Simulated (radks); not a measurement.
Results of a calculation; reference values are marked as such.
Ne2+, configuration [He] 2s2 2p4 (the NIST ground configuration). Code: a radial shooting solver on a logarithmic mesh with Libxc functionals. Model: Dirac Kohn-Sham, Slater X-alpha with alpha = 0.667, spin-unpolarised, spherical densities, point nucleus; open shells fill j = l - 1/2 first.

Unscreened Slater integrals over Kohn-Sham orbitals (eV). Large and small components are both included.

F0(2p3/2,2p3/2): 30.771
F2(2p3/2,2p3/2): 14.004
F0(2p3/2,2p1/2): 30.803
G2(2p3/2,2p1/2): 14.009
F0(2p3/2,2s1/2): 30.015
G1(2p3/2,2s1/2): 18.080
F0(2p3/2,1s1/2): 43.761
G1(2p3/2,1s1/2): 5.4140
F0(2p1/2,2p1/2): 30.835
F0(2p1/2,2s1/2): 30.043
G1(2p1/2,2s1/2): 18.084
F0(2p1/2,1s1/2): 43.864
G1(2p1/2,1s1/2): 5.4359
F0(2s1/2,2s1/2): 29.592
F0(2s1/2,1s1/2): 41.965
G0(2s1/2,1s1/2): 3.2647
F0(1s1/2,1s1/2): 161.60
